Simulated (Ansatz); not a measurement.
System: C$_{4}$H$_{7}$Cl$_{2}$ (charge 0, doublet). It need not be the lowest isomer of its formula. 
Structure (B3LYP-D3(BJ)/def2-TZVP (Ansatz, a program for electronic structure) minimum search):
SMILES: Cl[C](CCCl)C
```xyz
13

C     -1.8919     0.7568     0.0792
C     -0.9605    -0.3360     0.4482
C      0.2839    -0.1588     1.2440
C      1.5582     0.0354     0.4244
Cl     1.5103     1.5595    -0.5452
Cl    -1.0557    -1.7900    -0.4952
H     -1.6223     1.2119    -0.8824
H     -2.9178     0.3923    -0.0068
H     -1.8603     1.5445     0.8334
H      0.4523    -1.0440     1.8692
H      0.1560     0.6949     1.9129
H      1.6960    -0.7756    -0.2857
H      2.4301     0.1088     1.0701
```
Charge 0, spin multiplicity 2.

Dipole moments at this geometry, in debye (magnitudes).

| level | program | dipole (D) |
|---|---|---|
| SVWN5/def2-TZVPD | Ansatz | ___ |
| PBE/def2-TZVPD | Ansatz | 1.66 |
| BLYP/def2-TZVPD | Ansatz | 1.65 |
| r2SCAN/def2-TZVPD | Ansatz | 1.76 |
| PBE0/def2-TZVPD | Ansatz | 1.74 |
| BHLYP/def2-TZVPD | Ansatz | 1.82 |
| r2SCANh/def2-TZVPD | Ansatz | 1.78 |
| CAM-B3LYP/def2-TZVPD | Ansatz | 1.75 |
| CCSD(T)/aug-cc-pV(D+d)Z | Ansatz | ___ |

**Question.** Some entries are withheld; supply them.

**Answer.** 
- SVWN5/def2-TZVPD, dipole (D): 1.64
- CCSD(T)/aug-cc-pV(D+d)Z, dipole (D): 1.67
